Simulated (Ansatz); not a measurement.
`FC(F)(F)c1sc(-c2sc(-c3sc(-c4sc(C(F)(F)F)c5c4OCCO5)c4c3OCCO4)c3c2OCCO3)c2c1OCCO2`. Charge 0, multiplicity 3. Geometry r2SCAN-D4/def2-SVP, that of the neutral singlet; atoms count from 1.

Cartesian coordinates in Å:
```
F 4.571 4.273 -6.305
C 4.896 3.057 -5.825
F 6.230 2.942 -5.960
F 4.326 2.142 -6.631
C 4.458 2.870 -4.419
S 3.305 1.658 -3.968
C 3.350 2.138 -2.290
C 2.531 1.487 -1.305
S 0.894 0.987 -1.658
C 0.654 0.335 -0.053
C -0.577 -0.304 0.317
S -1.448 -1.329 -0.800
C -2.721 -1.652 0.352
C -3.854 -2.470 0.014
S -4.605 -2.382 -1.561
C -5.793 -3.569 -1.136
C -6.806 -4.054 -2.109
F -6.687 -5.374 -2.355
F -6.685 -3.414 -3.287
F -8.064 -3.863 -1.670
C -5.628 -4.005 0.163
C -4.521 -3.386 0.817
O -4.146 -3.716 2.076
C -5.193 -4.372 2.785
C -5.802 -5.473 1.941
O -6.405 -4.936 0.762
C -2.454 -1.007 1.553
C -1.247 -0.249 1.532
O -0.848 0.513 2.579
C -1.522 0.163 3.783
C -3.012 0.038 3.538
O -3.288 -1.021 2.623
C 1.795 0.527 0.715
C 2.851 1.176 0.010
O 4.070 1.388 0.559
C 4.050 1.263 1.977
C 3.304 0.009 2.388
O 1.938 0.079 1.988
C 4.240 3.190 -2.112
C 4.878 3.596 -3.322
O 5.770 4.610 -3.377
C 6.226 5.004 -2.082
C 5.066 5.098 -1.113
O 4.455 3.822 -0.931
H -5.969 -3.636 3.068
H -4.743 -4.787 3.698
H -6.600 -5.995 2.488
H -5.023 -6.204 1.655
H -1.122 -0.793 4.171
H -1.308 0.961 4.507
H -3.408 0.990 3.136
H -3.546 -0.205 4.468
H 5.099 1.222 2.304
H 3.567 2.152 2.423
H 3.782 -0.879 1.929
H 3.307 -0.111 3.481
H 6.969 4.271 -1.714
H 6.717 5.979 -2.209
H 4.317 5.820 -1.489
H 5.410 5.426 -0.122
```

Single mean-field runs in def2-SVP are fitted with def2-universal-jkfit. At PBE0-D4/def2-SVP a singlet of charge 0 lies 2.21 eV below the triplet at the same geometry.

Problem. Estimate the Mulliken populations of the heavy atoms from the PBE0/def2-SVP orbitals of Ansatz.

Solution. 
```json
{"atom": "F1", "charge (e)": "-0.18", "spin (α − β)": "0.01"}
{"atom": "C2", "charge (e)": "0.66", "spin (α − β)": "0.00"}
{"atom": "F3", "charge (e)": "-0.18", "spin (α − β)": "0.00"}
{"atom": "F4", "charge (e)": "-0.19", "spin (α − β)": "0.00"}
{"atom": "C5", "charge (e)": "-0.38", "spin (α − β)": "0.18"}
{"atom": "S6", "charge (e)": "0.19", "spin (α − β)": "0.04"}
{"atom": "C7", "charge (e)": "-0.20", "spin (α − β)": "-0.09"}
{"atom": "C8", "charge (e)": "-0.16", "spin (α − β)": "0.38"}
{"atom": "S9", "charge (e)": "0.15", "spin (α − β)": "0.04"}
{"atom": "C10", "charge (e)": "-0.17", "spin (α − β)": "0.20"}
{"atom": "C11", "charge (e)": "-0.17", "spin (α − β)": "0.18"}
{"atom": "S12", "charge (e)": "0.15", "spin (α − β)": "0.04"}
{"atom": "C13", "charge (e)": "-0.16", "spin (α − β)": "0.38"}
{"atom": "C14", "charge (e)": "-0.20", "spin (α − β)": "-0.09"}
{"atom": "S15", "charge (e)": "0.19", "spin (α − β)": "0.04"}
{"atom": "C16", "charge (e)": "-0.38", "spin (α − β)": "0.18"}
{"atom": "C17", "charge (e)": "0.66", "spin (α − β)": "0.00"}
{"atom": "F18", "charge (e)": "-0.18", "spin (α − β)": "0.01"}
{"atom": "F19", "charge (e)": "-0.19", "spin (α − β)": "0.00"}
{"atom": "F20", "charge (e)": "-0.18", "spin (α − β)": "0.00"}
{"atom": "C21", "charge (e)": "0.17", "spin (α − β)": "-0.08"}
{"atom": "C22", "charge (e)": "0.22", "spin (α − β)": "0.15"}
{"atom": "O23", "charge (e)": "-0.33", "spin (α − β)": "0.02"}
{"atom": "C24", "charge (e)": "0.13", "spin (α − β)": "0.00"}
{"atom": "C25", "charge (e)": "0.13", "spin (α − β)": "0.00"}
{"atom": "O26", "charge (e)": "-0.33", "spin (α − β)": "-0.01"}
{"atom": "C27", "charge (e)": "0.19", "spin (α − β)": "-0.07"}
{"atom": "C28", "charge (e)": "0.18", "spin (α − β)": "0.17"}
{"atom": "O29", "charge (e)": "-0.32", "spin (α − β)": "0.04"}
{"atom": "C30", "charge (e)": "0.13", "spin (α − β)": "0.00"}
{"atom": "C31", "charge (e)": "0.13", "spin (α − β)": "0.00"}
{"atom": "O32", "charge (e)": "-0.33", "spin (α − β)": "0.00"}
{"atom": "C33", "charge (e)": "0.19", "spin (α − β)": "0.17"}
{"atom": "C34", "charge (e)": "0.18", "spin (α − β)": "-0.06"}
{"atom": "O35", "charge (e)": "-0.33", "spin (α − β)": "0.00"}
{"atom": "C36", "charge (e)": "0.14", "spin (α − β)": "0.00"}
{"atom": "C37", "charge (e)": "0.13", "spin (α − β)": "0.00"}
{"atom": "O38", "charge (e)": "-0.33", "spin (α − β)": "0.04"}
{"atom": "C39", "charge (e)": "0.22", "spin (α − β)": "0.15"}
{"atom": "C40", "charge (e)": "0.17", "spin (α − β)": "-0.08"}
{"atom": "O41", "charge (e)": "-0.33", "spin (α − β)": "-0.01"}
{"atom": "C42", "charge (e)": "0.14", "spin (α − β)": "0.00"}
{"atom": "C43", "charge (e)": "0.13", "spin (α − β)": "0.00"}
{"atom": "O44", "charge (e)": "-0.33", "spin (α − β)": "0.02"}
```
Mulliken values depend strongly on the basis.

Problem. Where does the spin sit?

Solution. Summed by element: F 0.02, C 1.70, S 0.16, O 0.12, H 0.01, of 2 unpaired in all. Largest on single atoms: C8 0.38, C13 0.38, C10 0.20.

Problem. And the Mayer bond orders between heavy atoms (over 0.3, the first 40 of 51)?

Solution. F1–C2 1.15 (1.35 Å); C2–F3 1.14 (1.35 Å); C2–F4 1.11 (1.35 Å); C2–C5 0.95 (1.48 Å); C5–S6 1.09 (1.73 Å); C5–C40 1.51 (1.38 Å); S6–C7 1.11 (1.75 Å); C7–C8 1.18 (1.44 Å); C7–C39 1.42 (1.39 Å); C8–S9 1.06 (1.75 Å); C8–C34 1.34 (1.39 Å); S9–C10 1.04 (1.75 Å); C10–C11 1.33 (1.44 Å); C10–C33 1.27 (1.39 Å); C11–S12 1.05 (1.75 Å); C11–C28 1.28 (1.39 Å); S12–C13 1.06 (1.75 Å); C13–C14 1.17 (1.44 Å); C13–C27 1.35 (1.39 Å); C14–S15 1.11 (1.75 Å); C14–C22 1.42 (1.39 Å); S15–C16 1.09 (1.73 Å); C16–C17 0.95 (1.49 Å); C16–C21 1.51 (1.38 Å); C17–F18 1.15 (1.35 Å); C17–F19 1.11 (1.35 Å); C17–F20 1.14 (1.35 Å); C21–C22 1.21 (1.43 Å); C21–O26 1.15 (1.35 Å); C22–O23 1.13 (1.35 Å); O23–C24 0.93 (1.42 Å); C24–C25 1.06 (1.52 Å); C25–O26 0.93 (1.43 Å); C27–C28 1.30 (1.43 Å); C27–O32 1.12 (1.36 Å); C28–O29 1.13 (1.36 Å); O29–C30 0.94 (1.42 Å); C30–C31 1.06 (1.52 Å); C31–O32 0.94 (1.43 Å); C33–C34 1.30 (1.43 Å).
